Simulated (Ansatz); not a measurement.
Input for Ansatz (an electronic-structure program): U-CCSD(T)/def2-TZVPP on SnP, 2S+1 = 4, a spin state set in the input, which need not be the lowest, a point of a bond scan (R = 2.632 Å). Elements past Kr take the def2 small-core potentials; no spin–orbit coupling.

Ansatz 0.2 input:
```yaml
crystal:
  periodic: [false, false, false]
  atoms:
    - {symbol: P, position_ang: [0.00000000, 0.00000000, 0.00000000]}
    - {symbol: Sn, position_ang: [0.00000000, 0.00000000, 2.63168500]}
basis:
  gaussian:
    orbitals: def2-TZVPP
    pivot_positions_ang: [[0.00000000, 0.00000000, 0.00000000], [0.00000000, 0.00000000, 2.63168500]]
magnetization: {spin_polarized: true, initial_magnetization: 3}
correlation: {method: ccsd_t, electrons: valence}
output: {orbitals: {seedname: ./end}}
```

Output:

```
WARN ansatz: RAYON_NUM_THREADS=2 ignored (pool sized by the plan → 2); use --threads N
Functional definition: HF
integrals: 0.14 GiB planned
804 factors; integrals over basis functions are off by at most 2.8e-4 eV
mean field: 0.27 GiB planned
mean field evaluation 1: about -15076.2654 eV, gradient 6.4e0 eV
mean field evaluation 2: about -15076.2662 eV, gradient 6.4e0 eV
mean field evaluation 4: about -15076.8383 eV, gradient 1.2e0 eV
mean field evaluation 8: about -15076.8624 eV, gradient 2.4e-3 eV
mean field evaluation 16: about -15076.8603 eV, gradient 1.8e-1 eV
mean field evaluation 32: about -15076.0951 eV, gradient 2.9e-6 eV
mean field evaluation 64: about -15076.8517 eV, gradient 6.5e-1 eV
mean field evaluation 96: about -15076.8442 eV, gradient 1.1e0 eV
mean field evaluation 128: about -15076.0929 eV, gradient 1.1e-1 eV
mean field evaluation 160: about -15075.4997 eV, gradient 6.6e-1 eV
mean field evaluation 192: about -15072.3906 eV, gradient 1.2e1 eV
mean field evaluation 224: about -15074.9578 eV, gradient 3.0e0 eV
mean field evaluation 256: about -15073.7613 eV, gradient 4.4e0 eV
mean field evaluation 288: about -15073.2852 eV, gradient 3.1e-1 eV
mean field evaluation 320: about -15076.8623 eV, gradient 3.2e-2 eV
mean field evaluation 352: about -15075.9366 eV, gradient 2.3e-3 eV
mean field evaluation 384: about -15075.5780 eV, gradient 6.4e-1 eV
mean field evaluation 416: about -15074.7542 eV, gradient 4.6e0 eV
mean field evaluation 448: about -15075.7500 eV, gradient 1.7e0 eV
mean field evaluation 480: about -15073.7771 eV, gradient 4.7e0 eV
mean field evaluation 512: about -15075.9445 eV, gradient 2.9e-2 eV
mean field -15076.86235895 eV, -554.0644722269 hartree, gradient 5.3e-6 eV, S^2 3.790822; 17 other end points of the search recorded, 0 dependent functions left out
determinant -15076.86235895 eV, -554.0644722269 hartree, with singles and doubles -15087.50571217 eV, -554.4556082437 hartree
determinant -15076.09513578 eV, -554.0362772958 hartree, with singles and doubles -15086.84270032 eV, -554.4312430075 hartree
determinant -15075.94703625 eV, -554.0308347382 hartree, with singles and doubles -15086.77514473 eV, -554.4287603852 hartree
determinant -15075.93661703 eV, -554.0304518391 hartree, with singles and doubles -15086.84005864 eV, -554.4311459276 hartree
determinant -15075.60042607 eV, -554.0180970491 hartree, with singles and doubles -15086.51649796 eV, -554.4192552920 hartree
determinant -15075.10162175 eV, -553.9997663285 hartree, with singles and doubles -15085.21469924 eV, -554.3714150714 hartree
determinant -15073.80773191 eV, -553.9522167540 hartree, with singles and doubles -15084.79645507 eV, -554.3560448817 hartree
determinant -15073.77874748 eV, -553.9511515957 hartree, with singles and doubles -15084.46213207 eV, -554.3437587380 hartree
9 core orbitals not correlated
reference -15076.86235895 eV, -554.0644722269 hartree; 11, 8 occupied and 72, 75 virtual orbitals, 804 factors
second order -10.18446369 eV of doubles, -0.00000000 eV of singles
coupled cluster: 0.44 GiB planned
cycle   1  -10.64303531 eV  change    3.2e-4 eV  update   1.4e-3
cycle   2  -10.64366852 eV  change   -6.3e-4 eV  update   1.0e-3
cycle   3  -10.64307512 eV  change    5.9e-4 eV  update   3.2e-4
cycle   4  -10.64318869 eV  change   -1.1e-4 eV  update   1.4e-4
cycle   5  -10.64342879 eV  change   -2.4e-4 eV  update   3.5e-5
cycle   6  -10.64345829 eV  change   -3.0e-5 eV  update   1.3e-5
cycle   7  -10.64344845 eV  change    9.8e-6 eV  update   6.4e-6
perturbative correction -0.37517426 eV, -0.0137873998 hartree
Total energy: -15087.88098166 eV, -554.4693991428 hartree
```

The run converged.

Cost: around 60 core-seconds (rough).
